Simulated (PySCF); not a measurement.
C₅H₁₅NSi₂.
SMILES: `CN[Si@@H]1CC[C@H](C)[SiH2]1`

The closed-shell ground state was solved at several levels (PySCF, density fitting, gas phase, non-relativistic). Isolated species at its PBE0-D3(BJ)/def2-SVP geometry (one conformer only).

```tsv
level	basis functions	total energy (Eh)	HOMO (eV)	LUMO (eV)	gap (eV)	dipole (D)
CAM-B3LYP/def2-SVPD	288	-832.8308	-7.88	1.15	9.03	1.12
wB97X-D/pcSseg-1	225	-833.1799	-8.37	2.11	10.48	1.17
```

**Question.** Estimate the row for PBE0/pcSseg-1, a basis of 225 functions; the other rows only guide the guess.

**Answer.** Total energy -832.7164 Eh, HOMO -6.51 eV, LUMO 0.37 eV, gap 6.88 eV, dipole 1.18 D.

**Question.** Over all these levels, which gives the widest orbital gap and which the narrowest?

**Answer.** wB97X-D/pcSseg-1 (range-separated hybrid) has the widest, 10.48 eV, and PBE0/pcSseg-1 (global hybrid, 25 % exact exchange) the narrowest, 6.88 eV. The two share the basis. From the narrowest to the widest the HOMO moves by -1.86 eV and the LUMO by +1.74 eV.

**Question.** How far do the dipole and the HOMO energy spread over the levels?

**Answer.** The dipole runs from 1.12 to 1.18 D (mean 1.16 D) and the HOMO from -8.37 to -6.51 eV.

The pairwise dispersion term of wB97X-D wasn't added to the energies; at a given geometry it leaves orbitals and properties as they are.
